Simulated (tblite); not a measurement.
Compound: C₃H₁₁BOSi₃.
Numbering: `[CH2:1]=[C:2]1[CH2:3][BH:4][SiH2:5][O:6][SiH2:7][SiH2:8]1` (hydrogens: H9, H10 on C1; H11, H12 on C3; H13 on B4; H14, H15 on Si5; H16, H17 on Si7; H18, H19 on Si8)

Computed with GFN2-xTB (tblite), gas phase: L-BFGS steps from a force-field or distance-geometry start until the largest atomic force falls under 0.01 eV/Å.

Step 26: E = -613.7715 eV
```
atom  x, y, z in Å  |  force x, y, z in eV/Å
C1     -1.9421   -1.8069   -0.4202   -0.045  -0.039  -0.108
C2     -1.1523   -0.9561    0.2200    0.014   0.033  -0.134
C3     -1.5211    0.5110    0.3582   -0.038  -0.075   0.124
B4     -0.6469    1.4288   -0.5854   -0.070  -0.145  -0.003
Si5     0.9541    2.3886   -0.0028    0.164   0.002  -0.009
O6      2.0213    1.1270   -0.0422   -0.015  -0.034  -0.024
Si7     2.1183   -0.4536   -0.4061    0.071   0.064   0.043
Si8     0.5320   -1.5042    0.9049   -0.021   0.151   0.004
H9     -1.6833   -2.8486   -0.5191    0.009   0.007   0.021
H10    -2.8750   -1.5175   -0.8800   -0.053   0.037   0.012
H11    -2.5799    0.6166    0.0923    0.046  -0.014   0.034
H12    -1.4179    0.7601    1.4149   -0.020   0.070   0.103
H13    -0.8662    1.3244   -1.7315   -0.068   0.003  -0.133
H14     1.1281    2.9269    1.3561   -0.031  -0.050  -0.007
H15     1.5736    3.3544   -0.9218    0.006   0.061   0.004
H16     3.5560   -0.7088   -0.2490   -0.137  -0.024  -0.002
H17     1.7325   -0.5922   -1.8227    0.120  -0.010  -0.028
H18     0.5173   -1.0678    2.3097    0.039  -0.022   0.121
H19     0.5419   -2.9727    0.9172    0.029  -0.015  -0.018
```

Step 27: E = -613.7774 eV
```
atom  x, y, z in Å  |  force x, y, z in eV/Å
C1     -1.9432   -1.8052   -0.4207   -0.034  -0.018  -0.114
C2     -1.1509   -0.9556    0.2186   -0.009  -0.003  -0.114
C3     -1.5181    0.5092    0.3615   -0.025  -0.039   0.103
B4     -0.6526    1.4252   -0.5880    0.034  -0.046  -0.029
Si5     0.9512    2.3915   -0.0057    0.056  -0.039  -0.012
O6      2.0154    1.1300   -0.0684    0.027  -0.042   0.005
Si7     2.1242   -0.4567   -0.3998    0.033   0.069  -0.067
Si8     0.5315   -1.4983    0.9061   -0.003   0.061  -0.017
H9     -1.6917   -2.8463   -0.5319    0.057  -0.021   0.050
H10    -2.8756   -1.5129   -0.8758   -0.108   0.071  -0.011
H11    -2.5764    0.6211    0.1037   -0.014  -0.030   0.030
H12    -1.4033    0.7636    1.4145   -0.027   0.053   0.149
H13    -0.8741    1.3250   -1.7344   -0.072  -0.010  -0.118
H14     1.1191    2.9160    1.3615   -0.020  -0.062  -0.038
H15     1.5636    3.3669   -0.9165    0.021   0.073  -0.002
H16     3.5599   -0.7087   -0.2333   -0.110  -0.017   0.011
H17     1.7514   -0.6179   -1.8216    0.131  -0.001   0.032
H18     0.5213   -1.0692    2.3107    0.028  -0.005   0.156
H19     0.5386   -2.9683    0.9121    0.036   0.005  -0.013
```

Step 28: E = -613.7829 eV
```
atom  x, y, z in Å  |  force x, y, z in eV/Å
C1     -1.9451   -1.8036   -0.4238   -0.019   0.016  -0.098
C2     -1.1502   -0.9554    0.2148   -0.025  -0.033  -0.065
C3     -1.5152    0.5074    0.3667   -0.004   0.014   0.056
B4     -0.6572    1.4209   -0.5919    0.094   0.037  -0.049
Si5     0.9492    2.3943   -0.0092   -0.052  -0.068  -0.030
O6      2.0084    1.1319   -0.0948    0.074  -0.029   0.029
Si7     2.1304   -0.4589   -0.3957   -0.023   0.047  -0.138
Si8     0.5311   -1.4920    0.9069    0.010  -0.029  -0.011
H9     -1.6991   -2.8448   -0.5422    0.085  -0.029   0.060
H10    -2.8783   -1.5075   -0.8728   -0.132   0.083  -0.026
H11    -2.5734    0.6249    0.1162   -0.059  -0.038   0.033
H12    -1.3895    0.7674    1.4173   -0.030   0.020   0.140
H13    -0.8838    1.3253   -1.7398   -0.065  -0.023  -0.058
H14     1.1122    2.9033    1.3664   -0.011  -0.070  -0.064
H15     1.5551    3.3818   -0.9106    0.029   0.069   0.002
H16     3.5630   -0.7049   -0.2171   -0.064  -0.017   0.025
H17     1.7728   -0.6447   -1.8210    0.133   0.010   0.068
H18     0.5248   -1.0715    2.3150    0.015   0.000   0.137
H19     0.5351   -2.9645    0.9081    0.044   0.042  -0.010
```

Question: Estimate the geometry and energy of step 29. (The exact step hangs on the optimiser's Hessian estimate; all steps are aligned on step 28, rigid shifts and turns removed.)

Answer: E = -613.7882 eV, largest force 0.165 eV/Å
```
atom  x, y, z in Å  |  force x, y, z in eV/Å
C1     -1.9477   -1.8016   -0.4292   -0.008   0.050  -0.065
C2     -1.1497   -0.9553    0.2095   -0.035  -0.042   0.000
C3     -1.5120    0.5066    0.3729    0.012   0.058   0.000
B4     -0.6603    1.4174   -0.5972    0.090   0.079  -0.051
Si5     0.9469    2.3963   -0.0138   -0.119  -0.075  -0.061
O6      2.0014    1.1330   -0.1222    0.108   0.001   0.042
Si7     2.1363   -0.4607   -0.3942   -0.073   0.013  -0.147
Si8     0.5310   -1.4863    0.9073    0.015  -0.086   0.014
H9     -1.7056   -2.8436   -0.5511    0.092  -0.006   0.055
H10    -2.8833   -1.5003   -0.8705   -0.118   0.071  -0.032
H11    -2.5714    0.6277    0.1306   -0.071  -0.037   0.042
H12    -1.3752    0.7712    1.4228   -0.034  -0.025   0.083
H13    -0.8954    1.3252   -1.7462   -0.050  -0.033   0.012
H14     1.1057    2.8878    1.3698   -0.002  -0.073  -0.081
H15     1.5463    3.3998   -0.9036    0.027   0.041   0.021
H16     3.5654   -0.6986   -0.1985   -0.012  -0.022   0.037
H17     1.7979   -0.6742   -1.8198    0.122   0.022   0.062
H18     0.5282   -1.0745    2.3212    0.003  -0.003   0.077
H19     0.5315   -2.9606    0.9046    0.053   0.066  -0.008
```

The energy changes by -0.0054 eV. The first-order estimate −F·Δx gives -0.0074 eV and the mean of the old and new forces, exact on a quadratic surface, -0.0053 eV. The step makes an angle of 76° with the force vector and moves no atom by more than 0.039 Å.

The cost below is that of the whole relaxation. Time: 3.9 s. Hardware: one thread of an Arm Neoverse N1, on a shared host.
